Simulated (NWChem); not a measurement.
System meant: H2S2 cation, doublet; SMILES of the neutral closed-shell parent SS

NWChem input:

```
start job
memory heap 200 mb stack 900 mb global 1100 mb
charge 1
geometry units angstroms noautoz
  S      0.069173    -1.001654     0.000000
  S     -0.069173     1.001654     0.000000
  H     -1.281392    -1.190535     0.000000
  H      1.281392     1.190535     0.000000
end
basis spherical
  * library def2-svp
end
dft
  odft
  mult 2
  xc xpbe96 cpbe96
  iterations 4
  mulliken
end
task dft energy
```

End of the output:

```
     --------------------------
     Expectation value of S2:
     --------------------------
      <S2> =      0.7516 (Exact =     0.7500)

 center of mass
 --------------
 x =   0.00000000 y =   0.00000000 z =   0.00000000

 moments of inertia (a.u.)
 ------------------
         239.410375183389           0.000000000000           0.000000000000
           0.000000000000          12.808060114913           0.000000000000
           0.000000000000           0.000000000000         252.218435298302

     Multipole analysis of the density
     ---------------------------------

     L   x y z        total         alpha         beta         nuclear
     -   - - -        -----         -----         ----         -------
     0   0 0 0      1.000000    -17.000000    -16.000000     34.000000

     1   1 0 0     -0.000000     -0.000000     -0.000000      0.000000
     1   0 1 0     -0.000000     -0.000000      0.000000      0.000000
     1   0 0 1     -0.000000     -0.000000     -0.000000      0.000000

     2   2 0 0    -14.350824    -13.764003    -13.039334     12.452513
     2   1 1 0      2.905713     -1.171689     -1.301065      5.378468
     2   1 0 1     -0.000000     -0.000000     -0.000000      0.000000
     2   0 2 0    -12.307410    -71.115644    -65.788625    124.596859
     2   0 1 1     -0.000000     -0.000000     -0.000000      0.000000
     2   0 0 2    -18.414351    -10.535703     -7.878647      0.000000

 ------------------------------------------------------------------------
 dft energy failed                                                                                  0
 ------------------------------------------------------------------------
 ------------------------------------------------------------------------
  current input line :
    20: task dft energy
 ------------------------------------------------------------------------
 ------------------------------------------------------------------------
 This type of error is most commonly associated with calculations not reaching convergence criteria
 ------------------------------------------------------------------------
 For more information see the NWChem manual at https://nwchemgit.github.io

0:dft energy failed:Received an Error in Communication
```

**Question.** What is wrong, and how is it mended?

**Answer.** The run did not converge; its last values are not results. Cause: the SCF was allowed too few iterations. This input runs:
```
start job
memory heap 200 mb stack 900 mb global 1100 mb
charge 1
geometry units angstroms noautoz
  S      0.069173    -1.001654     0.000000
  S     -0.069173     1.001654     0.000000
  H     -1.281392    -1.190535     0.000000
  H      1.281392     1.190535     0.000000
end
basis spherical
  S library def2-svp
  H library def2-svp
end
dft
  odft
  mult 2
  xc xpbe96 cpbe96
  iterations 150
  mulliken
end
task dft energy
```
It converges to -796.65998 Ha (PBE/def2-SVP, spin-unrestricted).
